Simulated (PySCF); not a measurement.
## Correlation energy of Cl²⁺ (chlorine, charge +2)

[Ne] 3s2 3p3, high-spin 4S determinant. Computed with PySCF 2.14 in aug-cc-pVTZ-DK, with the spin-free X2C one-electron Hamiltonian (Gaussian nucleus). Frozen: [Ne]; 5 electrons correlated.

| level | correlation energy (mhartree) |
| --- | --- |
| CCSD | -116.11 |
| (T) | -3.21 |
| CCSD(T) | -119.32 |

Diagnostics: T1 = 0.0028, D1 = 0.0075, largest double amplitude 0.051.

Question: Is a single reference adequate?

Answer: Yes: T1 lies below 0.03 and no double amplitude reaches 0.07.
